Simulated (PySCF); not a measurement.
**Field gradients at the hydrogen positions**

C8H15P.
SMILES with atom numbers: `[CH2:1]=[CH:2][P:3]([CH:4]=[CH2:5])[CH2:6][CH2:7][CH2:8][CH3:9]` (hydrogens: H10, H11 on C1; H12 on C2; H13 on C4; H14, H15 on C5; H16, H17 on C6; H18, H19 on C7; H20, H21 on C8; H22, H23, H24 on C9)

Structure used (GFN2-xTB), in Å, numbered top down from 1:
```xyz
24
C8H15P angstrom
C      3.0843    2.0284   -0.0947
C      1.9893    1.7559    0.5971
P      1.3678    0.0809    0.9517
C      1.8385   -0.7161   -0.6227
C      2.5464   -1.8314   -0.6761
C     -0.4164    0.4281    0.5235
C     -1.2320   -0.8596    0.5459
C     -2.7325   -0.6237    0.3714
C     -3.0954   -0.0703   -1.0018
H      3.6666    1.2498   -0.5604
H      3.4423    3.0375   -0.2254
H      1.4328    2.5488    1.0841
H      1.5016   -0.2208   -1.5286
H      2.8194   -2.2986   -1.6104
H      2.8826   -2.3253    0.2211
H     -0.8023    1.1253    1.2732
H     -0.4637    0.9121   -0.4556
H     -1.0612   -1.3621    1.5019
H     -0.8745   -1.5292   -0.2414
H     -3.0812    0.0649    1.1448
H     -3.2521   -1.5736    0.5173
H     -2.6896    0.9282   -1.1434
H     -4.1759   -0.0130   -1.1112
H     -2.7064   -0.7164   -1.7860
```

Level: PBE0/pcSseg-1 (PySCF, non-relativistic); Q(2H) = 0.00286 b; rigid geometry, the same for H and D, with no vibrational averaging.

Problem. Rank these positions by the coupling χzz of a deuteron there, largest first.
A. H13 (vinylic hydrogen)
B. H14 (vinylic hydrogen)
C. H17 (methylene hydrogen)

Solution. B (223 kHz), A (215 kHz), C (204 kHz).

Problem. Give the electric field gradient Vzz (the principal value of largest size), its asymmetry and the 2H coupling at each hydrogen.

Solution. 
```tsv
atom	bonded to	bond length (Å)	Vzz (au)	η	χzz (kHz)
H10	C1	1.078	0.3315	0.05	223
H11	C1	1.079	0.3349	0.05	225
H12	C2	1.084	0.3235	0.05	217
H13	C4	1.086	0.3198	0.04	215
H14	C5	1.080	0.3312	0.03	223
H15	C5	1.078	0.3316	0.04	223
H16	C6	1.094	0.3038	0.02	204
H17	C6	1.093	0.3036	0.01	204
H18	C7	1.094	0.3000	0.03	202
H19	C7	1.094	0.2993	0.03	201
H20	C8	1.093	0.3035	0.02	204
H21	C8	1.093	0.3039	0.02	204
H22	C9	1.087	0.3166	0.02	213
H23	C9	1.088	0.3167	0.01	213
H24	C9	1.088	0.3151	0.02	212
```

Problem. How does χzz go with the bond length over the 15 C–H bonds?

Solution. A straight-line fit has a slope of -13.8 kHz for each 0.01 Å, with a correlation coefficient of -0.99, over lengths from 1.078 to 1.094 Å. The longer bonds have the smaller couplings here.

Geometry: GFN2-xTB, one conformer, isolated molecule. GFN2-xTB bond lengths can be off by several hundredths of an ångström, more for odd bonds, and the gradients follow them. The small basis limits the accuracy of the gradients.

These values come from a run that also computed NMR shieldings. Hardware: one thread, Arm Neoverse V2 (aarch64), on a shared host. Cost: 43 s wall, 1.1 GiB resident at most.
